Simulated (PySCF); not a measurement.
A structure optimised at PBE-D3(BJ)/def2-SVP, used in a PySCF frequency run:

```xyz
11

Al     0.6768    -0.0018     0.3427
C     -0.2421    -1.8091     0.2686
C     -0.5956    -1.1778    -1.0046
C      0.3102    -0.7713    -1.9671
H     -1.0771    -2.0853     0.9299
H      0.5698    -2.5601     0.2353
H     -1.6174    -0.7590    -1.0771
H      1.3323    -1.1843    -2.0096
H     -0.0111    -0.1444    -2.8112
Cl    -0.4169     1.7223     0.9560
H      2.2569     0.0272     0.2444
```

Write its SMILES and formula.

C=C[CH2][AlH][Cl], C3H6AlCl

What are its rotational constants (standard atomic weights)?

5.8623, 1.8510, 1.7378 GHz
